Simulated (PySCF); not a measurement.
C₃H₆NO, SMILES C[N]C(C)=O (connectivity only; charge and spin as stated), charge -1, multiplicity 1.

Geometry: B3LYP-D3(BJ)/def2-SVPD. The spin state was assumed, not searched. The isomer is the one that the SMILES or the coordinates give; other isomers of the formula were not compared.

Two levels are set side by side: PBE/def2-SVPD (PySCF) and r2SCAN/def2-SVPD (PySCF). Same geometry, gas phase. Differences are taken from unrounded values.

```
quantity                      PBE
---------------------------  ----
orbital gap (eV)             3.25
highest occupied level (eV)  0.57
lowest empty level (eV)      3.82
mean polarisability (bohr³)  69.2
```

Problem. These are the PBE values. What does r2SCAN give? (The exact figures need the calculation; the answer reports its results.)

Solution. 
```tsv
quantity	r2SCAN	PBE minus r2SCAN
orbital gap (eV)	4.13	-0.88
highest occupied level (eV)	0.41	0.16
lowest empty level (eV)	4.54	-0.72
mean polarisability (bohr³)	65.4	3.8
```

Rough cost on one machine, each run with all the roots and properties that it gave: r2SCAN against PBE about 4 times.
